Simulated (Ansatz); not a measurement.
Compare A (`F[SiH2]C(F)Cl`) with its isomer B (`FC[SiH](F)Cl`).

Calculated with Ansatz (gas phase, PBE0-D4/def2-TZVP geometries, no zero-point term in ΔE). CBS: MP2 limit from def2 TZ/QZ plus the TZ coupled-cluster correction, frozen cores. Functionals use def2-TZVPP. One conformer a species, not always the lowest.

(1) Which is lower in electronic energy at CCSD(T)/CBS, and by how much? (Best estimate.)

(2) Give E(B) − E(A) in kcal/mol with CCSD(T)/def2-TZVPP, MP2/def2-TZVPP, ωB97M-V, PBE0-D4, PBE-D4, B2PLYP, CCSD/def2-TZVPP. (Best estimate.)

Largest T1 diagnostic: 0.011.

Results:

(1) The calculation gave: B, by 39.7 kcal/mol.

(2) Computed: CCSD(T)/def2-TZVPP -39.2, MP2/def2-TZVPP -40.4, ωB97M-V -39.7, PBE0-D4 -39.3, PBE-D4 -37.6, B2PLYP -39.6, CCSD/def2-TZVPP -39.9. None reverses the order clearly.

From PBE to PBE0 (25 % exact exchange), in def2-TZVPP and without D4, E(B) − E(A) moves by −1.7 kcal/mol. In def2-TZVPP, CCSD(T) changes the Hartree–Fock value by +2.4 kcal/mol (the triples alone add +0.6 kcal/mol) and MP2 by +1.3 kcal/mol.
